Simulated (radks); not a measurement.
Neutral tellurium inside a hard spherical wall (all orbitals vanish at R), configuration held at [Kr] 4d10 5s2 5p4 and not refilled when levels cross. Method: scalar-relativistic Kohn-Sham, LDA (Slater exchange, Perdew-Wang correlation), spin-polarised, spherical densities, finite nucleus; open shells are filled with parallel spins first (spin-orbit coupling, left out, can overturn this in heavy ions); Fermi nuclear charge, rms radius 4.7423 fm; computed with a radial shooting solver on a logarithmic mesh with Libxc functionals. Eigenvalues in eV for spin up, with the zero of energy where the potential of the charges vanishes at infinity; a dash marks a level that is unbound or too diffuse for the functional's potential to be trusted. A positive occupied level is held by the wall or, in an anion where self-interaction has pushed it up, behind a barrier. The pressure on the wall is -dE/dV.

| R (bohr) | E (hartree) | kinetic (hartree) | e(4p) | e(4d) | e(5s) | e(5p) | e(6s, empty) | e(5d, empty) | pressure (GPa) |
|---|---|---|---|---|---|---|---|---|---|
| free | -6788.65984 | 7110.517 | -114.18 | -41.726 | -15.785 | -6.539 | -0.560 | - | 0 |
| 10 | -6788.65969 | 7110.519 | -114.16 | -41.712 | -15.773 | -6.528 | -0.036 | 1.585 | 0.00464 |
| 8 | -6788.65769 | 7110.537 | -114.04 | -41.595 | -15.677 | -6.434 | 1.027 | 2.352 | 0.105 |
| 3.5 | -6787.53168 | 7115.616 | -102.57 | -30.528 | -5.719 | 5.944 | 47.091 | 25.045 | 338 |
| 3 | -6786.11549 | 7121.011 | -95.459 | -23.772 | 2.694 | 16.560 | 80.079 | 40.902 | 1120 |
| 2.5 | -6782.41723 | 7134.363 | -82.743 | -11.559 | 21.729 | 39.829 | 145.38 | 72.667 | 4470 |
| 1.5 | -6726.45976 | 7312.468 | 10.434 | 88.885 | 245.96 | 286.79 | 689.48 | 346.83 | 182000 |
